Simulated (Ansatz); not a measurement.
Basis-set extrapolation for `OCSC[SiH3]` (PBE0-D4/def2-TZVP geometry, frozen core, Ansatz). Multiplicity 1, RHF reference.

|  | def2-TZVPP | def2-QZVPP |
| --- | --- | --- |
| HF | -841.790827 | -841.818597 |
| MP2 correlation | -0.896723 | -0.964088 |
| CCSD(T) correlation | -0.992812 | not run |

Energies in hartree. Use E(X) = E(∞) + A·exp(−7.88·√X) for Hartree–Fock and E(X) = E(∞) + B·X^(−2.97) for correlation, with X = 3 and 4, and add CCSD(T) minus MP2 of the smaller set to the MP2 limit.

Question: What is the CCSD(T) energy at the basis-set limit?

Answer: HF limit: -841.818597 + (-0.027770) × 0.13774 = -841.82242. MP2 limit: -0.964088 + (-0.067365) × 0.74074 = -1.01399. Higher-order term: -0.992812 − (-0.896723) = -0.09609. Total: -842.93250 hartree, 390.8 kJ/mol below CCSD(T)/def2-TZVPP.
